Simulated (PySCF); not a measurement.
**Radial density of Rb²⁺ (rubidium, charge +2)**

LDA, [Ar] 3d10 4s2 4p5, 2P determinant. Calculation: PySCF 2.14, in x2c-TZVPall; scalar relativity by spin-free X2C-1e.

```csv
r (bohr),4πr²ρ (e/bohr),4πr²(ρα − ρβ)
0.0273,46.32,0.0080
0.0459,40.14,0.0303
0.0773,42.41,0.0672
0.130,55.49,0.0415
0.219,34.84,0.0066
0.368,38.02,0.1708
0.618,24.56,0.0016
1.04,7.064,0.5316
1.75,4.182,0.6160
2.94,0.4639,0.0752
4.95,0.001685,0.0002
```

Densities and radii are taken from the X2C orbitals without a picture-change correction, which distorts them close to the nucleus.
